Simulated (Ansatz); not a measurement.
```yaml
crystal:
  periodic: [false, false, false]
  atoms:
    - {symbol: Si, position_ang: [-1.808822, -0.580627, 0.732052]}
    - {symbol: Si, position_ang: [0.349335, -1.136054, 1.487530]}
    - {symbol: C, position_ang: [1.267775, -1.988956, 0.116599]}
    - {symbol: Sn, position_ang: [1.501989, -0.720445, -1.631671]}
    - {symbol: Sn, position_ang: [0.346529, 1.806192, -1.381758]}
    - {symbol: Ga, position_ang: [-1.091068, 2.466403, 0.720996]}
    - {symbol: H, position_ang: [-2.198397, 0.861135, 1.024735]}
    - {symbol: H, position_ang: [-2.887617, -1.329892, 1.431300]}
    - {symbol: H, position_ang: [-1.981389, -0.747320, -0.735317]}
    - {symbol: H, position_ang: [0.175025, -1.978315, 2.706029]}
    - {symbol: H, position_ang: [1.043370, 0.116157, 1.888574]}
    - {symbol: H, position_ang: [0.745703, -2.893129, -0.204133]}
    - {symbol: H, position_ang: [2.267708, -2.277769, 0.449267]}
    - {symbol: H, position_ang: [0.806836, -1.575946, -2.944145]}
    - {symbol: H, position_ang: [3.186602, -0.597941, -1.918189]}
    - {symbol: H, position_ang: [-0.545930, 2.002397, -2.834572]}
    - {symbol: H, position_ang: [1.670112, 2.893953, -1.507208]}
    - {symbol: H, position_ang: [-2.425534, 3.253775, 0.460062]}
    - {symbol: H, position_ang: [-0.422226, 2.426392, 2.139858]}
basis:
  gaussian: {orbitals: def2-SVP, final_grid: {core_spheres: 20, valence_spheres: 16, degree: 47}, nuclear_model: gaussian}
magnetization: {spin_polarized: false, initial_magnetization: 2}
hamiltonian: {xc: {name: wB97M-V}}
scf: {lower_state_search: full}
output: {forces: true}
```

```sh
$ ansatz run in.yaml --threads 4 --pin off --events-out ev --progress --plain --max-ram 66560MiB --backend cpu
```

Output, abridged:

```
Functional definition: wB97M-V
2156 factors; integrals over basis functions are off by at most 1.2e-3 eV
677 factors; integrals over basis functions are off by at most 5.1e-6 eV
mean field evaluation 1: about -81015.0097 eV, gradient 3.8e1 eV
mean field evaluation 2: about -81015.0777 eV, gradient 3.8e1 eV
mean field evaluation 4: about -81018.8620 eV, gradient 3.5e0 eV
mean field evaluation 8: about -81018.9497 eV, gradient 5.9e-1 eV
mean field evaluation 16: about -81018.9583 eV, gradient 3.0e-2 eV
mean field evaluation 32: about -81018.9586 eV, gradient 4.6e-5 eV
mean field -81018.95855073 eV, -2977.3918101167 hartree, gradient 2.7e-5 eV, S^2 2.000000; 9 other end points of the search recorded, 0 dependent functions left out
reference -81018.95862360 eV, -2977.3918127947 hartree; 62, 60 occupied and 137, 139 virtual orbitals, 2156 factors
Total energy: -81018.95862360 eV, -2977.3918127947 hartree
Atom 0 at    -1.808822    -0.580627     0.732052 Å, force    -0.552983     0.033979     0.381611 eV/Å
Atom 1 at     0.349335    -1.136054     1.487530 Å, force    -0.343666     0.147107     0.254989 eV/Å
Atom 2 at     1.267775    -1.988956     0.116599 Å, force     0.016973     0.275510    -0.260925 eV/Å
Atom 3 at     1.501989    -0.720445    -1.631671 Å, force     0.313695    -0.913014     0.184584 eV/Å
Atom 4 at     0.346529     1.806192    -1.381758 Å, force     0.275398     0.411096    -0.798526 eV/Å
Atom 5 at    -1.091068     2.466403     0.720996 Å, force    -0.111764     1.831358     1.056405 eV/Å
Atom 6 at    -2.198397     0.861135     1.024735 Å, force    -0.072689    -0.772756    -0.002679 eV/Å
Atom 7 at    -2.887617    -1.329892     1.431300 Å, force    -0.028995    -0.479987     0.008234 eV/Å
Atom 8 at    -1.981389    -0.747320    -0.735317 Å, force     0.030496     0.015396    -0.102130 eV/Å
Atom 9 at     0.175025    -1.978315     2.706029 Å, force     0.039854    -0.029534    -0.013539 eV/Å
Atom 10 at     1.043370     0.116157     1.888574 Å, force     0.085463     0.025839    -0.006991 eV/Å
Atom 11 at     0.745703    -2.893129    -0.204133 Å, force    -0.143362    -0.228215    -0.062858 eV/Å
Atom 12 at     2.267708    -2.277769     0.449267 Å, force     0.272883    -0.068995     0.060729 eV/Å
Atom 13 at     0.806836    -1.575946    -2.944145 Å, force    -0.097004     0.114065    -0.027012 eV/Å
Atom 14 at     3.186602    -0.597941    -1.918189 Å, force     0.059456     0.118595    -0.014805 eV/Å
Atom 15 at    -0.545930     2.002397    -2.834572 Å, force    -0.182828     0.150908     0.162816 eV/Å
Atom 16 at     1.670112     2.893953    -1.507208 Å, force     0.075669     0.029770     0.072474 eV/Å
Atom 17 at    -2.425534     3.253775     0.460062 Å, force     0.070405    -0.340975    -0.553706 eV/Å
Atom 18 at    -0.422226     2.426392     2.139858 Å, force     0.292998    -0.320147    -0.338669 eV/Å
Dipole moment:     0.261787    -0.648296    -0.199452 e Å
```

Hardware: 4 threads of an AMD EPYC 7R13 on a shared host. Wall time 3.8 min, peak host memory 2.2 GiB.
